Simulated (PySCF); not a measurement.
## BiF and its ions

PW91; PySCF, scalar-relativistic core potentials, basis sets Bi aug-cc-pVDZ-PP with ECP60, F aug-cc-pVDZ. Neutral (UKS): triplet (π ↑↑), Re = 2.080 Å, ωe = 520 cm⁻¹, De = 4.28 eV, HOMO -5.28 eV, LUMO -3.85 eV.

BiF⁻ (UKS): doublet (π ↑), Re = 2.167 Å, ωe = 423 cm⁻¹, De = 1.72 eV to Bi + F⁻. The energies at the minima are -314.57761 hartree for BiF and -314.62175 for BiF⁻.

Question: Work out the adiabatic electron affinity, without and with harmonic zero-point energies (1 hartree = 27.2114 eV, 1 eV = 8065.5 cm⁻¹), and the change of the bond length.

Answer: At PW91: 0.04414 hartree = 1.201 eV between the minima; the zero-point term (520.0 − 423.0)/2 cm⁻¹ = +0.006 eV makes it 1.207 eV. Re changes by +8.7 pm against the neutral. The electron enters a π orbital; in so polar a molecule the change of length follows mostly from the change of the ionic charges.

These are scalar-relativistic numbers at best; spin–orbit coupling would shift them, the dissociation energy most. For an ion De counts to the pair picked by the measured ionisation energies or electron affinities, which need not be the lowest pair at this level. The highest Kohn–Sham level is positive in this anion. Much of that is self-interaction error, but it also means that the finite basis helps to hold the extra electron. States were picked by a PBE0 search and need not be the measured ground states.
